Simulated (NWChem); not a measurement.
# ScF3; SMILES [F][Sc]([F])[F]

All runs: NWChem. Pople sets run with spherical d functions. Coordinates come from a B3LYP/6-31G* (spherical d) optimisation. Level B3LYP/6-31G*: energy and gradient; each run changes one setting, and changes count from the defaults (medium grid, exact Coulomb integrals, symmetry on).

| setting | size of the energy change (μHa) | largest change of a gradient component (μHa/bohr) |
|---|---|---|
| defaults | < 10 | < 30 |
| coarse grid | 50 | 200 |
| tight SCF thresholds and tolerances | < 10 | < 30 |
| symmetry off | < 10 | other frame |
| Becke weights | 30 | < 30 |
